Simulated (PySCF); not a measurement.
Delta-SCF ions had no search for a lower state. 

Cartesian coordinates (Å):
```xyz
11

C     -1.1193    -1.6249    -0.1952
Ga     0.2515    -0.2040    -0.2602
C     -0.0280     1.7539    -0.2597
S      2.3609    -0.9358    -0.3537
H     -1.7019    -1.6183    -1.1191
H     -1.8104    -1.4493     0.6311
H     -0.6679    -2.6087    -0.0767
H     -1.0808     2.0126    -0.1483
H      0.5356     2.2111     0.5551
H      0.3393     2.1785    -1.1959
H      2.9209     0.2849    -0.3946
```
Charge 0, multiplicity 1.

### Question
Predict the dipole moment, vertical ionisation energy (Delta-SCF) and total energy from M06-2X/def2-TZVP // B3LYP-D3(BJ)/def2-TZVP (PySCF).

### Answer

The dipole moment is 2.02 D and the vertical ionisation energy (Delta-SCF) is 9.62 eV. The total energy is -2403.4954 Ha.
